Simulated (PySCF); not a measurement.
## Peak assignment

Atom-mapped SMILES (the numbers label the heavy atoms): `[CH2:1]=[CH:2][P@@:3](=[O:4])([OH:5])[CH:6]([CH3:7])[CH3:8]`. Hydrogens are named by the atom that carries them. Ha(C1) is cis to P3; Hb(C1) is trans to P3.

PySCF 2.14 calculation with NMR shieldings at PBE0/pcSseg-1/GIAO and geometry from GFN2-xTB; non-relativistic Hamiltonian, averaged over atoms made equivalent by symmetry, fast rotation or ring inversion, no solvent, one computed conformer.

Referencing at the same level of theory: $^{13}$C (σ = 186.93 ppm), $^{1}$H (σ = 31.72 ppm) vs TMS.

Task: Assign these signals to the numbered atoms. $^{13}$C{$^{1}$H} NMR (computed): δ 142.6 (CH2), 140.5 (CH), 33.6 (CH), 16.8 (CH3), 14.7 (CH3).

Result: 
| δ (ppm) | atoms | environment | reason |
| --- | --- | --- | --- |
| 142.6 | C1 | terminal =CH2 carbon | as expected for a trigonal carbon in a double bond |
| 140.5 | C2 | alkene CH | the olefinic region |
| 33.6 | C6 | sp3 CH bonded to P | – |
| 16.8 | C7 | methyl carbon | saturated and bonded to C and H only |
| 14.7 | C8 | methyl carbon | – |

Task: Assign these signals to the numbered atoms. $^{1}$H NMR (600 MHz, computed): δ 6.70 (m, 1H), 6.51 (m, 1H), 6.27 (m, 1H), 2.28 (br s, 1H), 1.66 (m, 1H), 1.35 (m, 3H), 1.08 (m, 3H).

Result: 
6.70 → Ha(C1), hydrogen on a terminal =CH2 carbon: olefinic region
6.51 → Hb(C1), hydrogen on a terminal =CH2 carbon
6.27 → H(C2), hydrogen on an alkene CH: a vinylic proton, deshielded by the sp2 carbon and the C=C anisotropy
2.28 → H(O5), hydrogen on an oxygen bonded to P: labile proton, position sensitive to the medium
1.66 → H(C6), hydrogen on an sp3 CH bonded to P
1.35 → H(C8), hydrogen on a methyl carbon
1.08 → H(C7), hydrogen on a methyl carbon

OH/NH shifts are gas-phase values; hydrogen bonding in solution moves them, usually downfield. Splittings by $^{31}$P in the carbon and heteronuclear signals aren't shown, as no couplings were computed. Shifts are as computed. Against solution values, carbons near 30 ppm lie about +3 ppm off and those near 130 ppm about +5 ppm. Of 1211 compounds with measured shifts, 218 miss one by over three times the rms of a fit or turn the order of signals round; such compounds aren't used in these exercises. No couplings were computed; multiplicities are counted from neighbouring protons, with m where these are inequivalent, close in shift, in a saturated or five-membered ring or joined by F or P, and br s for small geminal =CH2 splittings.
